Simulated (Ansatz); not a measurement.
System: YF3 (charge -1, doublet). The spin state was set by rule; other spins were not relaxed. 
Coordinates optimised at B3LYP-D3(BJ)/def2-TZVP (Ansatz, an electronic-structure program):
```xyz
4

Y     -0.0517     0.0939     0.2255
F     -1.5961    -1.1580    -0.2826
F      0.0962     1.6746    -1.0747
F      1.7237    -0.9235     0.3801
```
Charge -1, spin multiplicity 2.

Basis-set convergence of Hartree-Fock and CCSD correlation energies (hartree) with Ansatz. Correlated levels leave the core frozen unless marked. UHF or UKS for open shells. Spin-orbit coupling is left out. The frozen core is the preceding noble-gas configuration, with the filled d and f shells of earlier blocks. In def2 rows, elements after Kr have scalar-relativistic effective core potentials. This anion needs diffuse functions, which these sets lack.

| basis | functions | E(HF) | E(corr, CCSD) |
|---|---|---|---|
| def2-SVP | 73 | -336.24955 | -0.63003 |
| def2-TZVPP | 149 | … | … |

Task: Fill in the missing entries.

Result: 
- def2-TZVPP, E(HF): -336.63681
- def2-TZVPP, E(corr, CCSD): -0.83216
